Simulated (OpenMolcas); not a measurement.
## Kr5+: effect of the IPEA shift

```json
{
  "Program": "OpenMolcas 26.06",
  "Basis": "ANO-RCC-VTZP [6s5p3d1f]",
  "Scalar Hamiltonian": "DKH2, point nucleus",
  "Active space": "3 electrons in 9 orbitals (RAS2 4s 4p; RAS3 4d, at most 2 electrons)",
  "State averaging": "2S+1 = 4 odd, 1 root; 2S+1 = 2 odd, 11 roots; 2S+1 = 4 even, 3 roots; 2S+1 = 2 even, 9 roots",
  "Spin-orbit coupling": "state interaction with AMFI integrals over the reference wave functions, term energies averaged over their components"
}
```

Methods on the same reference wave functions:
A. RASSCF
B. MS-RASPT2, IPEA 0 Eh, imaginary shift 0.1 Eh (closed shells correlated: 3d)
C. MS-RASPT2, IPEA 0.25 Eh, imaginary shift 0.1 Eh (closed shells correlated: 3d)

Energies in cm⁻¹ above 4s² 4p ²P°_1/2, the measured ground level; measured values from Saloman, J. Phys. Chem. Ref. Data 36, 215 (2007).

| Level | A | B | C | Measured |
| --- | --- | --- | --- | --- |
| 4s² 4p ²P°_1/2 | 0.0 | 0.0 | 0.0 | 0.0 |
| 4s² 4p ²P°_3/2 | 7334 | 7350 | 7350 | 8110 |
| 4s 4p² ⁴P_1/2 | 102742 | 104480 | 104490 | 107836 |
| 4s 4p² ⁴P_3/2 | 105701 | 107460 | 107470 | 111193 |
| 4s 4p² ⁴P_5/2 | 109679 | 111420 | 111430 | 115479 |
| 4s 4p² ²D_3/2 | 140289 | 139960 | 140040 | 141672 |
| 4s 4p² ²D_5/2 | 140953 | 140660 | 140730 | 142727 |
| 4s 4p² ²S_1/2 | 172589 | 171000 | 171130 | 170084 |
| 4s 4p² ²P_1/2 | 184441 | 182790 | 182920 | 180339 |
| 4s 4p² ²P_3/2 | 188121 | 186470 | 186600 | 183817 |

Deviations, from unrounded energies. A percentage is the sum of absolute deviations over the sum of measured energies, with the sign that they share, or ± where signs differ.

```tsv
Against measurement	Levels	A	B	C
mean absolute deviation (cm-1)	9	3500	2400	2400
fine structure of the ground term (%)	1	-9.6	-9.4	-9.4
other configurations (%)	8	±2.6	±1.8	±1.8
```

B, C lie about equally close to measurement and A furthest from it. The largest miss of B in the table is 4s 4p² ⁴P_5/2, by -4100 cm-1. The ranking rests on the paired levels alone, and a cruder setting can come out closer through cancelling errors.

Between B and C the level of the table that moves most is 4s 4p² ²S_1/2, by 130 cm-1 (lowest in B, highest in C). Moves below CASPT2's spread within the term are not significant.

The lowest spin-free term lies below A's lowest term by 0.054 hartree in B, 0.054 hartree in C.

Active for correlation alone: 4d; no level in the range computed is led by a configuration that fills it, so any true level of that kind is missing. Measured partners are found by configuration, term and J. A level has none where our copy of the source lacks it or the pairing is in doubt (some pairs that miss far off the trend of their configuration count as doubtful), and it then counts in no deviation. Only configurations of the active space appear. The table leaves out levels that lie high or whose names do not pair safely across all columns.

° marks odd parity.
